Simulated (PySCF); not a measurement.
Species: C₇H₅O₂ (charge -1).
Numbering: `[O:1]=[C:2]([O-:3])[C:4]1=[CH:5][C@@H:6]2[CH:7]=[CH:8][C@H:9]12` (hydrogens: H10 on C5; H11 on C6; H12 on C7; H13 on C8; H14 on C9)

The closed-shell SCF was solved with PySCF and density fitting under several settings on one GFN2-xTB geometry (grid level 2 and gas phase unless stated).

```tsv
settings	basis functions	SCF cycles	E (Eh)	HOMO (eV)	LUMO (eV)
PBE0/pcSseg-1	178	16	-419.6185	-1.28	3.27
HF/def2-SVPD, energy threshold 1e-08 Eh, level shift 0.3 Eh	226	14	-417.3281	-5.40	5.59
```

**Question.** Estimate the row for these settings: OLYP/3-21G.

**Answer.** 
```tsv
settings	basis functions	SCF cycles	E (Eh)	HOMO (eV)	LUMO (eV)
OLYP/3-21G	91	19	-417.6274	1.65	3.25
```

**Question.** Over all rows, what range does the HOMO–LUMO gap span?

**Answer.** From 1.60 eV (OLYP/3-21G) to 10.99 eV (HF/def2-SVPD, energy threshold 1e-08 Eh, level shift 0.3 Eh). The functional of the narrowest has no exact exchange, that of the widest 100 % exact exchange.

Cycle counts include a coarse-grid stage where the run had one. The HOMO energy is positive at OLYP/3-21G; such an orbital is held in place by the finite basis.

The values belong to the conformer `[O:1]=[C:2]([O-:3])[C:4]1=[CH:5][C@@H:6]2[CH:7]=[CH:8][C@H:9]12`: O1–C2–C4–C5 1°.
